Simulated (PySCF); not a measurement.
C2H7BS2. Atoms are numbered in the order given.

```xyz
12

B     -0.2655    -0.1574     0.0973
H     -1.2593    -0.6187     0.5984
S     -0.3939     1.1254    -1.1483
C     -2.2087     1.3549    -1.2827
H     -2.6945     0.4273    -1.6131
H     -2.3796     2.1387    -2.0327
H     -2.6320     1.6766    -0.3219
S      1.3532    -0.7483     0.5913
C      0.9357    -2.0148     1.8508
H      0.4001    -1.5613     2.6953
H      1.8839    -2.4368     2.2098
H      0.3281    -2.8160     1.4098
```
Charge 0, spin multiplicity 1.

Geometry: B3LYP-D3(BJ)/def2-SVP. This is a generated structure with no PubChem entry under its InChIKey; it may be hypothetical. The values are those of a single conformer.

Level of theory: PySCF with CAM-B3LYP/def2-TZVP.

Atomic charges (e):

```json
[
 {"atom": "B1", "IAO": "-0.21", "Mulliken": "0.00"},
 {"atom": "H2", "IAO": "0.01", "Mulliken": "0.00"},
 {"atom": "S3", "IAO": "0.12", "Mulliken": "-0.08"},
 {"atom": "C4", "IAO": "-0.49", "Mulliken": "-0.35"},
 {"atom": "H5", "IAO": "0.15", "Mulliken": "0.14"},
 {"atom": "H6", "IAO": "0.16", "Mulliken": "0.14"},
 {"atom": "H7", "IAO": "0.15", "Mulliken": "0.14"},
 {"atom": "S8", "IAO": "0.12", "Mulliken": "-0.08"},
 {"atom": "C9", "IAO": "-0.49", "Mulliken": "-0.35"},
 {"atom": "H10", "IAO": "0.15", "Mulliken": "0.14"},
 {"atom": "H11", "IAO": "0.16", "Mulliken": "0.14"},
 {"atom": "H12", "IAO": "0.15", "Mulliken": "0.14"}
]
```

Give the Mayer and Wiberg (Löwdin basis) orders of the bonds. (The exact figures need the calculation; the answer reports its results.)


```tsv
bond	Mayer	Wiberg
B1–H2	0.97	0.91
B1–S3	1.38	1.90
S3–C4	0.99	1.35
C4–H5	0.96	0.94
C4–H6	0.96	0.94
C4–H7	0.96	0.94
B1–S8	1.38	1.90
S8–C9	0.99	1.35
C9–H10	0.96	0.94
C9–H11	0.96	0.94
C9–H12	0.96	0.94
```
